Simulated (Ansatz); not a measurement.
A structure relaxed at PBE0-D4/def2-SVP in Ansatz, charge 0, singlet:

| atom | x (Å) | y (Å) | z (Å) |
| --- | --- | --- | --- |
| Al1 | 0.653 | 0.193 | -0.569 |
| Al2 | -0.243 | -2.306 | -0.090 |
| Al3 | 0.255 | -0.453 | 1.910 |
| Al4 | -0.674 | 1.769 | 1.271 |
| Al5 | -0.879 | 2.094 | -1.222 |
| H6 | 0.889 | -1.297 | -1.300 |

Q: Give its formula.

A: Al5H.

Q: Summarise the bond lengths by kind (pairs closer than 1.2 times the sum of covalent radii, bridged metal pairs left out).

A: 7 × Al–Al 2.49 to 2.77 Å; 1 × Al–H 1.68 Å.

The restricted singlet is unstable towards broken spin symmetry in Hartree–Fock (as tested in another run); at PBE0-D4/def2-SVP this wasn't settled. Another isomer (singlet) lies 0.16 eV lower at PBE0-D4/def2-TZVP; other spin states weren't run for this one.
